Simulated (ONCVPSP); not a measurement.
# An all-electron radial function and its pseudo partner (Yb (Z = 70))

Columns: radius, all-electron u(r) and pseudo u(r) of the 5d shell (level -1.91 eV) of ytterbium in the configuration [Kr] 4d10 4f13 5s2 5p6 5d1 6s2; PW91, scalar-relativistic, ONCV scheme, ONCVPSP 4.0.1.

| r (bohr) | all-electron | pseudo |
| --- | --- | --- |
| 0.150 | 0.1408 | 0.0016 |
| 0.300 | -0.1410 | 0.0122 |
| 0.450 | -0.2351 | 0.0388 |
| 0.600 | -0.1166 | 0.0853 |
| 0.750 | 0.0642 | 0.1513 |
| 0.900 | 0.2324 | 0.2327 |
| 1.050 | 0.3657 | 0.3224 |
| 1.200 | 0.4624 | 0.4117 |
| 1.350 | 0.5278 | 0.4922 |
| 1.500 | 0.5686 | 0.5571 |
| 1.650 | 0.5909 | 0.6022 |
| 1.800 | 0.5996 | 0.6269 |
| 1.950 | 0.5987 | 0.6331 |
| 2.100 | 0.5910 | 0.6247 |
| 2.250 | 0.5788 | 0.6064 |
| 2.400 | 0.5637 | 0.5825 |
| 2.550 | 0.5468 | 0.5570 |
| 2.700 | 0.5287 | 0.5326 |
| 2.850 | 0.5102 | 0.5108 |
| 3.000 | 0.4913 | 0.4913 |
| 3.150 | 0.4723 | 0.4723 |
| 3.300 | 0.4534 | 0.4534 |
| 3.450 | 0.4346 | 0.4346 |
| 3.600 | 0.4160 | 0.4160 |
| 3.750 | 0.3977 | 0.3977 |
| 3.900 | 0.3797 | 0.3797 |

(1) How many radial nodes do the two functions have?

(2) At about which radius was the pseudo-wave matched?

(3) Where does each function peak?

(4) Is the pseudo-wave norm-conserving?

## Answers

(1) The all-electron 5d function has n − l − 1 = 2; the pseudo-wave has 0, since the states of the same l below it are removed with the core.

(2) 3.00 bohr, where the columns begin to agree (steps of 0.15 bohr).

(3) Outermost all-electron maximum near 1.80 bohr, pseudo maximum near 1.95 bohr (to the table’s step).

(4) Yes: the ONCV scheme keeps the norm inside the radius equal to the all-electron one, which fixes the energy derivative of the logarithmic derivative at the level.
